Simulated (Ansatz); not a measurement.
Ansatz (an electronic-structure program) input (PBE0/def2-TZVP):

Ansatz 0.2 input:
```yaml
crystal:
  periodic: [false, false, false]
  atoms:
    - {symbol: Si, position_ang: [-0.35253679, -0.44917242, 0.99775782]}
    - {symbol: C, position_ang: [-0.08154105, 1.18114586, 1.86417214]}
    - {symbol: N, position_ang: [1.03807130, -0.73467431, 0.01015769]}
    - {symbol: Si, position_ang: [2.47351824, 0.21257462, -0.18310178]}
    - {symbol: N, position_ang: [-1.74230965, -0.46582037, -0.03140850]}
    - {symbol: Si, position_ang: [-1.80456247, 0.11948700, -1.65782740]}
    - {symbol: H, position_ang: [-0.57152226, -1.51957673, 2.00396899]}
    - {symbol: H, position_ang: [-0.93792406, 1.41029764, 2.50160726]}
    - {symbol: H, position_ang: [0.80942260, 1.16261799, 2.49626907]}
    - {symbol: H, position_ang: [0.02524202, 1.99760856, 1.14655049]}
    - {symbol: H, position_ang: [1.02159940, -1.58852556, -0.53094903]}
    - {symbol: H, position_ang: [3.21331457, 0.37368594, 1.09287641]}
    - {symbol: H, position_ang: [3.34172808, -0.48462332, -1.15989389]}
    - {symbol: H, position_ang: [2.17076330, 1.57389086, -0.68609381]}
    - {symbol: H, position_ang: [-2.58668710, -0.87887904, 0.33656823]}
    - {symbol: H, position_ang: [-3.22084523, 0.37609507, -2.01342291]}
    - {symbol: H, position_ang: [-1.25100600, -0.84023730, -2.64708697]}
    - {symbol: H, position_ang: [-1.02503621, 1.37378479, -1.77227226]}
basis:
  gaussian:
    orbitals: def2-TZVP
hamiltonian:
  xc: {name: PBE0}
```

End of the output:

```
integrals: 0.30 GiB planned
1822 factors; their error is unknown
0.35 GiB of the device are held for the grids
1.73 GiB of device memory are held for the factors and their scratch space
mean field: 1.82 GiB planned
mean field evaluation 1: about -27820.7525 eV, gradient 8.9e1 eV
mean field evaluation 2: about -27802.3738 eV, gradient 1.2e2 eV
mean field evaluation 4: about -27835.8303 eV, gradient 6.9e0 eV
mean field evaluation 8: about -27835.9407 eV, gradient 5.6e-2 eV
mean field evaluation 16: about -27836.0412 eV, gradient 4.0e-5 eV
mean field -27836.04124632 eV, -1022.9556478559 hartree, gradient 4.0e-5 eV, S^2 0.000000; 0 other end points of the search recorded, 0 dependent functions left out
reference -27836.04128967 eV, -1022.9556494488 hartree; 37, 37 occupied and 239, 239 virtual orbitals, 1822 factors
Total energy: -27836.04128967 eV, -1022.9556494488 hartree
```
